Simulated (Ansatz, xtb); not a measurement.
Molecule: GaF (charge 0, singlet). 
Geometry from a B3LYP-D3(BJ)/def2-TZVP (Ansatz, a quantum-chemistry and plane-wave program) optimisation:
SMILES: [F][Ga]
```xyz
2

Ga     0.0000     0.0000    -0.4051
F      0.0000     0.0000     1.3954
```

Harmonic wavenumbers from GFN2-xTB (xtb, at its own minimum), cm⁻¹: 413.

Give the harmonic wavenumbers at B3LYP-D3(BJ)/def2-TZVP (Ansatz, finite differences of forces, unscaled).

601 cm⁻¹. Zero-point energy 0.9 kcal/mol.

From these and the geometry, give the ideal-gas thermochemistry at 298.15 K and 1 atm (rigid rotor, harmonic oscillator).

Point group C∞v, rotational symmetry number 1. Rotational constants 10.44, 10.44 GHz. S(trans) 39.36, S(rot) 14.68, S(vib) 0.45, S(elec, spin only) 0.00, S 54.5 cal/(mol K). H(298) - H(0) 2.17 kcal/mol; G - E(el) -13.2 kcal/mol.
